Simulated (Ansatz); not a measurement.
C5H12, SMILES `CCCCC` (C–C–C–C torsion -180°, C–C–C–C torsion 180°) (charge 0, multiplicity 1).

These are B3LYP/cc-pVTZ // B3LYP-D3(BJ)/def2-TZVP (Ansatz, a program for electronic structure) values and carry that method's errors.

Ansatz 0.2 input:
```yaml
crystal:
  periodic: [false, false, false]
  atoms:
    - { symbol: C, position_ang: [-2.471614, 0.685156, 0.12568] }
    - { symbol: C, position_ang: [-1.240629, 0.012108, 0.725958] }
    - { symbol: C, position_ang: [0.000479, 0.137394, -0.153977] }
    - { symbol: C, position_ang: [1.238817, -0.532296, 0.436251] }
    - { symbol: C, position_ang: [2.472606, -0.400428, -0.452022] }
    - { symbol: H, position_ang: [-3.342884, 0.580165, 0.774882] }
    - { symbol: H, position_ang: [-2.298711, 1.752952, -0.029526] }
    - { symbol: H, position_ang: [-2.724149, 0.248629, -0.843775] }
    - { symbol: H, position_ang: [-1.028924, 0.445208, 1.709129] }
    - { symbol: H, position_ang: [-1.451251, -1.048118, 0.900832] }
    - { symbol: H, position_ang: [0.212828, 1.19827, -0.330145] }
    - { symbol: H, position_ang: [-0.209682, -0.295695, -1.138789] }
    - { symbol: H, position_ang: [1.024929, -1.591804, 0.611504] }
    - { symbol: H, position_ang: [1.447257, -0.098478, 1.419802] }
    - { symbol: H, position_ang: [3.341813, -0.887569, -0.006185] }
    - { symbol: H, position_ang: [2.30184, -0.854908, -1.43103] }
    - { symbol: H, position_ang: [2.727279, 0.649415, -0.616782] }
basis:
  gaussian: { orbitals: cc-pVTZ }
hamiltonian:
  xc: b3lyp
```

Output:

```
Functional definition: B3LYP
1540 factors; their error is unknown
mean field evaluation 1: about -5368.7532 eV, gradient 7.9e1 eV
mean field evaluation 2: about -5358.5854 eV, gradient 9.9e1 eV
mean field evaluation 4: about -5383.6975 eV, gradient 4.2e0 eV
mean field evaluation 8: about -5383.7430 eV, gradient 3.2e-2 eV
mean field evaluation 16: about -5383.7171 eV, gradient 3.9e-5 eV
mean field -5383.71712601 eV, -197.8479551662 hartree, gradient 3.9e-5 eV, S^2 0.000000; 0 other end points of the search recorded, 0 dependent functions left out
reference -5383.71744200 eV, -197.8479667787 hartree; 21, 21 occupied and 297, 297 virtual orbitals, 1540 factors
Total energy: -5383.71744200 eV, -197.8479667787 hartree
```
